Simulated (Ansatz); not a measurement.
CH5GeNS (`C[S][Ge][NH2]`) at its PBE0-D4/def2-TZVP geometry, where that method's forces vanish. Total charge 0; spin multiplicity 1.

| atom | x (Å) | y (Å) | z (Å) |
| --- | --- | --- | --- |
| C1 | 1.984 | 0.320 | 0.153 |
| S2 | 0.389 | 0.478 | -0.694 |
| Ge3 | -0.933 | -0.614 | 0.739 |
| N4 | -2.470 | -0.389 | -0.208 |
| H5 | 2.376 | 1.313 | 0.371 |
| H6 | 2.685 | -0.208 | -0.492 |
| H7 | 1.879 | -0.232 | 1.089 |
| H8 | -3.343 | -0.762 | 0.128 |
| H9 | -2.567 | 0.094 | -1.087 |

(1) For each bond, give half the difference of the two atoms' forces along it (eV/Å; positive pushes the atoms apart) under PBE-D4, r2SCAN-D4, B3LYP-D4, ωB97M-V in def2-TZVPP. (Estimate.)

Results:

(1) The calculation gave: 
| bond | length (Å) | PBE-D4 | r2SCAN-D4 | B3LYP-D4 | ωB97M-V |
| --- | --- | --- | --- | --- | --- |
| C1–S2 | 1.813 | 0.14 | 0.18 | 0.28 | 0.16 |
| C1–H5 | 1.090 | 0.10 | -0.05 | -0.09 | -0.08 |
| C1–H6 | 1.090 | 0.10 | -0.05 | -0.09 | -0.08 |
| C1–H7 | 1.092 | 0.10 | -0.05 | -0.08 | -0.07 |
| S2–Ge3 | 2.235 | 0.26 | 0.03 | 0.24 | -0.03 |
| Ge3–N4 | 1.819 | 0.30 | 0.05 | 0.26 | 0.00 |
| N4–H8 | 1.007 | 0.15 | 0.01 | -0.07 | -0.01 |
| N4–H9 | 1.008 | 0.14 | 0.01 | -0.07 | -0.03 |

B3LYP here is the variant with VWN-RPA as its local correlation; programs differ in this.

Program: Ansatz 0.2.0.
